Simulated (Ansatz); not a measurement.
Wavefunction ladder for `[SiH3][Al]1[CH2][SiH2]1`

Z-matrix (Å, degrees):
```
Si
Al 1 2.446
H 1 1.491 2 108.5
H 1 1.489 2 111.6 3 119.0
H 1 1.488 2 112.0 3 -119.2
C 2 1.962 1 141.3 3 -87.2
Si 2 2.337 1 166.4 3 81.7
H 6 1.097 2 111.0 1 -75.4
H 6 1.089 2 127.2 1 61.6
H 7 1.488 2 129.6 1 91.6
H 7 1.489 2 119.0 1 -72.6
```

The species carries charge 0 and has multiplicity 1. The geometry is a stationary point of PBE0-D4/def2-TZVP. Frozen core, restricted reference, Ansatz. CBS rows extrapolate triple and quadruple zeta; past MP2 they add the triple-zeta difference.

```tsv
basis	HF (Eh)	MP2 corr.	CCSD corr.	(T)	CCSD(T) total
def2-SVP	-861.37158	-0.39874	-0.46318	-0.01522	-861.84998
def2-TZVPP	-861.70440	-0.49522	-0.55709	-0.02335	-862.28484
def2-QZVPP	-861.73056	-0.52912	–	–	–
CBS(def2)	-861.73416	-0.55423	-0.61610	as TZ	-862.37361
```
